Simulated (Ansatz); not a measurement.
Nudged elastic band run: C2H8BFO

Input file:

```yaml
crystal:
  periodic: [false, false, false]
  atoms:
    - { symbol: B, position_ang: [-0.444721, -0.253205, 0.54627] }
    - { symbol: H, position_ang: [-1.172335, -0.925445, 1.242216] }
    - { symbol: F, position_ang: [0.886463, -0.617622, 0.60098] }
    - { symbol: C, position_ang: [-0.981194, 0.292693, -0.844679] }
    - { symbol: H, position_ang: [-1.108182, -0.552276, -1.536029] }
    - { symbol: H, position_ang: [-1.960595, 0.778537, -0.753902] }
    - { symbol: H, position_ang: [-0.293806, 0.994417, -1.338165] }
    - { symbol: O, position_ang: [-0.435354, 1.198179, 1.619673] }
    - { symbol: C, position_ang: [0.645443, 2.132038, 1.389307] }
    - { symbol: H, position_ang: [1.605582, 1.610443, 1.385037] }
    - { symbol: H, position_ang: [0.458978, 2.569816, 0.409048] }
    - { symbol: H, position_ang: [0.616685, 2.910698, 2.156297] }
    - { symbol: H, position_ang: [-0.339464, 0.817327, 2.508647] }
basis:
  gaussian: { orbitals: "6-31G*" }
hamiltonian:
  xc: b3lyp
  dispersion: d4
neb:
  order_check: false
  images: 7
  f_tol: 0.05
  max_iterations: 54
  spring: 0.1
  final_atoms:
    - { symbol: B, position_ang: [0.15650905, 0.63600404, -0.25669082] }
    - { symbol: H, position_ang: [-1.87410793, -0.03392917, 3.0688606] }
    - { symbol: F, position_ang: [1.44182728, 0.32688942, -0.51758367] }
    - { symbol: C, position_ang: [-0.98904145, 0.0215423, -1.13490116] }
    - { symbol: H, position_ang: [-0.99159157, -1.0731643, -1.05052102] }
    - { symbol: H, position_ang: [-1.97717442, 0.39027853, -0.84692893] }
    - { symbol: H, position_ang: [-0.82820383, 0.24502171, -2.19719795] }
    - { symbol: O, position_ang: [-0.12687975, 1.47189252, 0.76996034] }
    - { symbol: C, position_ang: [0.87790982, 2.04946767, 1.60232846] }
    - { symbol: H, position_ang: [1.87670009, 1.68697433, 1.34431985] }
    - { symbol: H, position_ang: [0.84341947, 3.13779611, 1.48854652] }
    - { symbol: H, position_ang: [0.65223984, 1.79477811, 2.64236682] }
    - { symbol: H, position_ang: [-1.58410661, 0.30204873, 2.47214096] }
  initial_path:
    images:
      - { positions_ang: [[-0.444721, -0.253205, 0.54627], [-1.172335, -0.925445, 1.242216], [0.886463, -0.617622, 0.60098], [-0.981194, 0.292693, -0.844679], [-1.108182, -0.552276, -1.536029], [-1.960595, 0.778537, -0.753902], [-0.293806, 0.994417, -1.338165], [-0.435354, 1.198179, 1.619673], [0.645443, 2.132038, 1.389307], [1.605582, 1.610443, 1.385037], [0.458978, 2.569816, 0.409048], [0.616685, 2.910698, 2.156297], [-0.339464, 0.817327, 2.508647]] }
      - { positions_ang: [[-0.34547849, -0.21097231, 0.44280327], [-0.96362744, -0.66691128, 1.33979673], [0.96009654, -0.54892395, 0.38209938], [-1.04492629, 0.22668172, -0.86673858], [-1.32715566, -0.60631977, -1.33691259], [-1.90115435, 0.83942185, -0.77572556], [-0.42714284, 0.72351072, -1.49313311], [-0.27409888, 1.28870326, 1.34578272], [0.61751995, 2.11110416, 1.49638577], [1.34322785, 1.50875626, 1.67315389], [0.72671821, 2.56162629, 0.75438867], [0.40472391, 2.87959115, 2.1516272], [-0.29120251, 0.84933189, 2.27117221]] }
      - { positions_ang: [[-0.24623598, -0.16873963, 0.33933654], [-0.75491988, -0.40837756, 1.43737746], [1.03373009, -0.48022589, 0.16321876], [-1.10865857, 0.16067044, -0.88879815], [-1.54612931, -0.66036354, -1.13779619], [-1.84171371, 0.9003067, -0.79754912], [-0.56047967, 0.45260445, -1.64810122], [-0.11284376, 1.37922752, 1.07189244], [0.5895969, 2.09017032, 1.60346455], [1.08087369, 1.40706951, 1.96127078], [0.99445842, 2.55343659, 1.09972934], [0.19276282, 2.8484843, 2.14695739], [-0.24294103, 0.88133678, 2.03369742]] }
      - { positions_ang: [[-0.14699347, -0.12650694, 0.2358698], [-0.54621232, -0.14984383, 1.53495819], [1.10736363, -0.41152784, -0.05566186], [-1.17239086, 0.09465916, -0.91085773], [-1.76510297, -0.71440732, -0.93867978], [-1.78227306, 0.96119155, -0.81937268], [-0.69381651, 0.18169817, -1.80306933], [0.04841136, 1.46975178, 0.79800217], [0.56167385, 2.06923648, 1.71054332], [0.81851954, 1.30538277, 2.24938767], [1.26219864, 2.54524688, 1.44507001], [-0.01919828, 2.81737745, 2.14228759], [-0.19467954, 0.91334167, 1.79622263]] }
      - { positions_ang: [[-0.04775096, -0.08427426, 0.13240307], [-0.33750476, 0.10868989, 1.63253892], [1.18099717, -0.34282978, -0.27454248], [-1.23612314, 0.02864789, -0.9329173], [-1.98407663, -0.76845109, -0.73956338], [-1.72283241, 1.02207641, -0.84119624], [-0.82715334, -0.0892081, -1.95803744], [0.20966648, 1.56027604, 0.52411189], [0.5337508, 2.04830264, 1.81762209], [0.55616538, 1.20369602, 2.53750456], [1.52993885, 2.53705718, 1.79041067], [-0.23115937, 2.78627061, 2.13761779], [-0.14641806, 0.94534657, 1.55874784]] }
      - { positions_ang: [[0.00331404, 0.09579532, 0.0351296], [-0.72165555, 0.07303512, 1.99161934], [1.2462047, -0.17539998, -0.33530278], [-1.17435272, 0.02687149, -0.98341327], [-1.73595536, -0.84462939, -0.81730279], [-1.78641791, 0.86412694, -0.84262941], [-0.82741597, -0.00565065, -2.01782757], [0.12552992, 1.53818016, 0.585574], [0.61979056, 2.0485939, 1.76379868], [0.88629906, 1.3245156, 2.23920838], [1.358309, 2.68724191, 1.71494464], [-0.01030957, 2.53839748, 2.26380504], [-0.5058402, 0.78452211, 1.78709612]] }
      - { positions_ang: [[0.05437905, 0.27586489, -0.06214388], [-1.10580634, 0.03738036, 2.35069976], [1.31141223, -0.00797018, -0.39606307], [-1.1125823, 0.0250951, -1.03390923], [-1.4878341, -0.92080769, -0.8950422], [-1.85000342, 0.70617747, -0.84406258], [-0.82767859, 0.07790681, -2.07761769], [0.04139336, 1.51608428, 0.64703611], [0.70583031, 2.04888516, 1.70997528], [1.21643274, 1.44533517, 1.94091221], [1.18667916, 2.83742665, 1.6394786], [0.21054023, 2.29052436, 2.3899923], [-0.86526234, 0.62369765, 2.0154444]] }
      - { positions_ang: [[0.10544405, 0.45593447, -0.15941735], [-1.48995713, 0.00172559, 2.70978018], [1.37661975, 0.15945962, -0.45682337], [-1.05081187, 0.0233187, -1.0844052], [-1.23971283, -0.99698599, -0.97278161], [-1.91358892, 0.548228, -0.84549576], [-0.82794121, 0.16146426, -2.13740782], [-0.04274319, 1.4939884, 0.70849823], [0.79187007, 2.04917641, 1.65615187], [1.54656641, 1.56615475, 1.64261603], [1.01504931, 2.98761138, 1.56401256], [0.43139004, 2.04265123, 2.51617956], [-1.22468447, 0.46287319, 2.24379268]] }
      - { positions_ang: [[0.15650905, 0.63600404, -0.25669082], [-1.87410793, -0.03392917, 3.0688606], [1.44182728, 0.32688942, -0.51758367], [-0.98904145, 0.0215423, -1.13490116], [-0.99159157, -1.0731643, -1.05052102], [-1.97717442, 0.39027853, -0.84692893], [-0.82820383, 0.24502171, -2.19719795], [-0.12687975, 1.47189252, 0.76996034], [0.87790982, 2.04946767, 1.60232846], [1.87670009, 1.68697433, 1.34431985], [0.84341947, 3.13779611, 1.48854652], [0.65223984, 1.79477811, 2.64236682], [-1.58410661, 0.30204873, 2.47214096]] }
```

Launched with:

```bash
$ ansatz run input.yaml --threads 2 --pin off --max-ram 3072MiB --backend cpu --events-out ev --progress --plain --runs-dir out
```

Output, in part (warnings, iteration lines, the closing report on the highest movable image, with atoms numbered from 0):

```
NEB end point (image 0): max|allowed force component| = 1.980e-2 eV/Å (the criterion of neb.relax_end_points is 1.000e-2)
NEB end point (image 8): max|allowed force component| = 2.496e-2 eV/Å (the criterion of neb.relax_end_points is 1.000e-2)
NEB iter   1: max|band force component| = 1.974e1 eV/Å  barrier→ = 11.0275 eV  barrier← = 12.1909 eV  Δτ_max = 0.2000 Å  (227 SCF iters)
NEB iter   2: max|band force component| = 5.617e0 eV/Å  barrier→ = 3.1344 eV  barrier← = 4.2978 eV  Δτ_max = 0.2000 Å  (215 SCF iters)
NEB iter   3: max|band force component| = 2.790e0 eV/Å  barrier→ = 2.1017 eV  barrier← = 3.2651 eV  Δτ_max = 0.2000 Å  (204 SCF iters)
NEB iter   4: max|band force component| = 2.140e0 eV/Å  barrier→ = 1.7894 eV  barrier← = 2.9528 eV  Δτ_max = 0.2000 Å  (192 SCF iters)
NEB iter   5: max|band force component| = 1.351e0 eV/Å  barrier→ = 1.3858 eV  barrier← = 2.5492 eV  Δτ_max = 0.2000 Å  (188 SCF iters)
NEB iter   6: max|band force component| = 1.594e0 eV/Å  barrier→ = 0.8533 eV  barrier← = 2.0167 eV  Δτ_max = 0.2000 Å  (191 SCF iters)
NEB iter   7: max|band force component| = 1.625e0 eV/Å  barrier→ = 0.6966 eV  barrier← = 1.8599 eV  Δτ_max = 0.1004 Å  (186 SCF iters)
NEB iter   8: max|band force component| = 6.792e-1 eV/Å  barrier→ = 0.4863 eV  barrier← = 1.6497 eV  Δτ_max = 0.2000 Å  (182 SCF iters)
NEB iter   9: max|band force component| = 6.321e-1 eV/Å  barrier→ = 0.2481 eV  barrier← = 1.4115 eV  Δτ_max = 0.1111 Å  (186 SCF iters)
NEB iter  10: max|band force component| = 6.621e-1 eV/Å  barrier→ = 0.1986 eV  barrier← = 1.3620 eV  Δτ_max = 0.0555 Å  (186 SCF iters)
NEB iter  11: max|band force component| = 2.797e0 eV/Å  barrier→ = 0.1751 eV  barrier← = 1.3385 eV  CI = image 4  Δτ_max = 0.0559 Å  (180 SCF iters)
NEB iter  12: max|band force component| = 2.591e0 eV/Å  barrier→ = 0.2995 eV  barrier← = 1.4629 eV  CI = image 4  Δτ_max = 0.1127 Å  (177 SCF iters)
NEB iter  13: max|band force component| = 2.188e0 eV/Å  barrier→ = 0.4092 eV  barrier← = 1.5726 eV  CI = image 4  Δτ_max = 0.2000 Å  (178 SCF iters)
NEB iter  14: max|band force component| = 1.583e0 eV/Å  barrier→ = 1.1910 eV  barrier← = 2.3543 eV  CI = image 4  Δτ_max = 0.2000 Å  (179 SCF iters)
NEB iter  15: max|band force component| = 1.468e0 eV/Å  barrier→ = 1.2343 eV  barrier← = 2.3977 eV  CI = image 4  Δτ_max = 0.1551 Å  (175 SCF iters)
NEB iter  16: max|band force component| = 5.858e-1 eV/Å  barrier→ = 1.1655 eV  barrier← = 2.3288 eV  CI = image 4  Δτ_max = 0.0558 Å  (175 SCF iters)
NEB iter  17: max|band force component| = 3.097e-1 eV/Å  barrier→ = 1.1330 eV  barrier← = 2.2964 eV  CI = image 4  Δτ_max = 0.1987 Å  (186 SCF iters)
NEB iter  18: max|band force component| = 8.307e-1 eV/Å  barrier→ = 1.1144 eV  barrier← = 2.2778 eV  CI = image 4  Δτ_max = 0.1000 Å  (177 SCF iters)
NEB iter  19: max|band force component| = 4.491e-1 eV/Å  barrier→ = 1.1057 eV  barrier← = 2.2691 eV  CI = image 4  Δτ_max = 0.0907 Å  (177 SCF iters)
NEB iter  20: max|band force component| = 2.443e-1 eV/Å  barrier→ = 1.0992 eV  barrier← = 2.2626 eV  CI = image 4  Δτ_max = 0.0998 Å  (181 SCF iters)
NEB iter  21: max|band force component| = 9.526e-2 eV/Å  barrier→ = 1.0957 eV  barrier← = 2.2591 eV  CI = image 4  Δτ_max = 0.0406 Å  (173 SCF iters)
NEB iter  22: max|band force component| = 7.561e-2 eV/Å  barrier→ = 1.0950 eV  barrier← = 2.2584 eV  CI = image 4  Δτ_max = 0.0216 Å  (174 SCF iters)
NEB iter  23: max|band force component| = 4.951e-2 eV/Å  barrier→ = 1.0948 eV  barrier← = 2.2582 eV  CI = image 4  Δτ_max = 0.0000 Å  (354 SCF iters)
Total energy: -7645.37725781 eV, -280.9624320015 hartree
Atom 0 at    -0.257248     0.199832     0.355032 Å, force     0.014240    -0.000871     0.006615 eV/Å
Atom 1 at    -0.989704    -0.352995     1.424482 Å, force    -0.000853    -0.001166     0.000174 eV/Å
Atom 2 at     1.009552    -0.284798     0.433174 Å, force    -0.024212     0.007876    -0.006335 eV/Å
Atom 3 at    -1.088393     0.078551    -0.976138 Å, force     0.009957    -0.002683     0.018719 eV/Å
Atom 4 at    -1.175014    -0.962786    -1.307909 Å, force    -0.000599     0.001679    -0.001266 eV/Å
Atom 5 at    -2.098982     0.488663    -0.873725 Å, force    -0.001326    -0.000255    -0.007233 eV/Å
Atom 6 at    -0.582384     0.639684    -1.773438 Å, force    -0.001887     0.000531    -0.006799 eV/Å
Atom 7 at    -0.373945     1.635839     1.009857 Å, force     0.006668    -0.001152    -0.008472 eV/Å
Atom 8 at     0.767539     2.112724     1.739367 Å, force     0.001647     0.002231     0.006047 eV/Å
Atom 9 at     1.111473     1.379403     2.478533 Å, force    -0.000121    -0.000385    -0.003353 eV/Å
Atom 10 at     1.584495     2.320061     1.044087 Å, force    -0.000406     0.002508    -0.000032 eV/Å
Atom 11 at     0.468647     3.033291     2.245752 Å, force     0.000287    -0.001633    -0.000893 eV/Å
Atom 12 at    -0.898538     0.668130     1.585627 Å, force    -0.003396    -0.006679     0.002828 eV/Å
Dipole moment:     0.011243     0.237688     0.278545 e Å
```

It converged. Neighbouring images differ by up to 2.1 eV, so the band resolves the path poorly. Another band between the same ends (7 images) ends at a top of the same energy, where a vibrational analysis finds 1 clearly imaginary mode. The orbitals stay closed-shell, which can raise the energy where a bond breaks towards radicals; this wasn't checked here.

Final band (atoms are numbered from 1 in the order of the input):

```tsv
image	path coordinate (Å)	energy (kcal/mol)	B1–H2 (Å)	O8–H13 (Å)	H2–H13 (Å)
0	0.00	0.0	1.21	0.97	2.31
1	0.82	0.3	1.21	0.97	2.25
2	1.64	0.9	1.21	0.97	2.23
3	2.45	2.4	1.22	0.97	1.96
4	3.26	25.2	1.41	1.24	1.04
5	4.52	-23.7	2.54	2.32	0.74
6	5.79	-26.5	3.56	2.61	0.74
7	7.05	-26.7	3.66	2.62	0.74
8	8.29	-26.8	3.95	2.53	0.74
```

The run took 12 min on 2 threads of Intel(R) Xeon(R) Processor @ 2.50GHz (Skylake/Cascade Lake), with other jobs on the host, peak memory 0.2 GiB.
